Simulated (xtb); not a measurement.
C$_{7}$H$_{9}$O (SMILES C[OH+]c1ccccc1), charge +1, singlet, from a rough starting geometry; GFN2-xTB (xtb).

Input for xtb:
```
$ xtb mol.xyz --gfn 2 --chrg 1 --opt vtight --json

# file mol.xyz
17

C      2.50547882     0.53883029    -0.16614134
O      1.61854891     0.02663702     0.86674820
C      0.28865017    -0.13718041     0.43777887
C     -0.21717655    -1.34139640    -0.06633310
C     -1.43907118    -1.52638059    -0.48395087
C     -2.38126775    -0.40557064    -0.46975009
C     -1.90841363     0.82554710    -0.02344720
C     -0.65355193     0.95751279     0.46000433
H      3.45735880     0.55970617     0.26109745
H      2.41968939    -0.19333035    -1.03044365
H      2.16533134     1.57886464    -0.42127247
H      1.60433200     0.54493889     1.66832189
H      0.52513271    -2.19175826    -0.01328247
H     -1.83592920    -2.48047238    -0.82411416
H     -3.41236183    -0.52982919    -0.81729956
H     -2.59442408     1.64471338    -0.00873273
H     -0.27094554     1.93703319     0.79176763
```

It wrote (shortened):

```
   ID    Z sym.   atoms
    1    6 C      1, 3-8
    2    8 O      2
    3    1 H      9-17

           -------------------------------------------------
          |                Calculation Setup                |
           -------------------------------------------------

           -------------------------------------------------
          |                 G F N 2 - x T B                 |
           -------------------------------------------------

          ...................................................
          :                      SETUP                      :
          :.................................................:
          :  # basis functions                  41          :
          :  # atomic orbitals                  41          :
          :  # shells                           25          :
          :  # electrons                        42          :
          :  max. iterations                   250          :
          :  Hamiltonian                  GFN2-xTB          :
          :  restarted?                      false          :
          :  GBSA solvation                  false          :
          :  PC potential                    false          :
          :  electronic temp.          300.0000000     K    :
          :  accuracy                    1.0000000          :
          :  -> integral cutoff          0.2500000E+02      :
          :  -> integral neglect         0.1000000E-07      :
          :  -> SCF convergence          0.1000000E-05 Eh   :
          :  -> wf. convergence          0.1000000E-03 e    :
          :  Broyden damping             0.4000000          :
          :  net charge                          1          :
          :  unpaired electrons                  0          :
          ...................................................

 iter      E             dE          RMSdq      gap      omega  full diag
   1    -23.4513742 -0.234514E+02  0.451E+00    4.09       0.0  T
   2    -23.4820960 -0.307219E-01  0.324E+00    4.04       1.0  T
   3    -23.4689286  0.131674E-01  0.178E+00    4.11       1.0  T
   4    -23.4986603 -0.297317E-01  0.427E-01    4.04       1.0  T
   5    -23.5002179 -0.155761E-02  0.161E-01    4.03       1.0  T
   6    -23.5004612 -0.243258E-03  0.650E-02    4.04       1.0  T
   7    -23.5004720 -0.107490E-04  0.218E-02    4.04       1.1  T
   8    -23.5004730 -0.104353E-05  0.710E-03    4.04       3.4  T
   9    -23.5004733 -0.330652E-06  0.349E-03    4.04       7.0  T
[...]
 * total energy  :   -23.1571394 Eh     change       -0.3053116E-04 Eh
 * total energy  :   -23.1571674 Eh     change       -0.2803047E-04 Eh
 * total energy  :   -23.1571840 Eh     change       -0.1654688E-04 Eh
 * total energy  :   -23.1571941 Eh     change       -0.1010235E-04 Eh
 * total energy  :   -23.1571974 Eh     change       -0.3309161E-05 Eh
 * total energy  :   -23.1571987 Eh     change       -0.1368511E-05 Eh
 * total energy  :   -23.1571994 Eh     change       -0.6384846E-06 Eh
 * total energy  :   -23.1571998 Eh     change       -0.4615607E-06 Eh
 * total energy  :   -23.1572001 Eh     change       -0.2566448E-06 Eh
 * total energy  :   -23.1572002 Eh     change       -0.1504391E-06 Eh
 * total energy  :   -23.1572004 Eh     change       -0.1274017E-06 Eh
 * total energy  :   -23.1572004 Eh     change       -0.6781867E-07 Eh
   *** GEOMETRY OPTIMIZATION CONVERGED AFTER 24 ITERATIONS ***
         :: total energy             -23.157200439778 Eh    ::
[...]
 ---------------------------------------------------------------------------
     1   6 C    3.836 --    11 H    0.977    10 H    0.970     9 H    0.969
                             2 O    0.887
     2   8 O    2.615 --     1 C    0.887    12 H    0.832     3 C    0.825
     3   6 C    3.826 --     8 C    1.417     4 C    1.414     2 O    0.825
                             6 C    0.103
     4   6 C    3.985 --     5 C    1.430     3 C    1.414    13 H    0.961
                             7 C    0.110
     5   6 C    3.984 --     6 C    1.440     4 C    1.430    14 H    0.964
                             8 C    0.110
     6   6 C    3.983 --     5 C    1.440     7 C    1.440    15 H    0.964
                             3 C    0.103
     7   6 C    3.984 --     6 C    1.440     8 C    1.430    16 H    0.964
                             4 C    0.110
     8   6 C    3.987 --     7 C    1.430     3 C    1.417    17 H    0.961
                             5 C    0.110
     9   1 H    0.984 --     1 C    0.969
    10   1 H    0.983 --     1 C    0.970
    11   1 H    0.989 --     1 C    0.977
    12   1 H    0.861 --     2 O    0.832
    13   1 H    0.993 --     4 C    0.961
    14   1 H    0.992 --     5 C    0.964
    15   1 H    0.992 --     6 C    0.964
    16   1 H    0.992 --     7 C    0.964
    17   1 H    0.996 --     8 C    0.961
 ---------------------------------------------------------------------------

Topologies differ in total number of bonds
Writing topology from bond orders to xtbtopo.mol

molecular dipole:
                 x           y           z       tot (Debye)
 q only:        1.527       0.525       0.506
   full:        1.659       0.743       0.699       4.949
molecular quadrupole (traceless):
                xx          xy          yy          xz          yz          zz
 q only:       13.489       4.729      -5.008       4.112       4.580      -8.480
  q+dip:       12.759       4.402      -2.157       6.490       7.134     -10.602
   full:       12.337       5.082      -3.856       5.211       5.826      -8.481

optimized geometry written to: xtbopt.xyz

           -------------------------------------------------
          | TOTAL ENERGY              -23.157200439778 Eh   |
          | GRADIENT NORM               0.000072642564 Eh/α |
          | HOMO-LUMO GAP               4.762290137169 eV   |
           -------------------------------------------------

normal termination of xtb
```
